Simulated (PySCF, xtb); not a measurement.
B(F)(GeH3)(OH) (BFGeH4O), SMILES F[B]([GeH3])O.

xtb with GFN2-xTB at its own geometry gives an orbital gap of 5.03 eV and a dipole moment of 2.82 D.

Geometry optimised at PBE0-D3(BJ)/def2-SVP. The structure was generated by enumeration, and PubChem lists no compound with its InChIKey, so it may never have been made. The values are those of a single conformer.

Question: What does PBE/def2-TZVP in PySCF give? (The exact figures need the calculation; the answer reports its results.)

Answer: gap 6.01 eV (levels -7.37 and -1.35 eV), dipole 1.52 D.
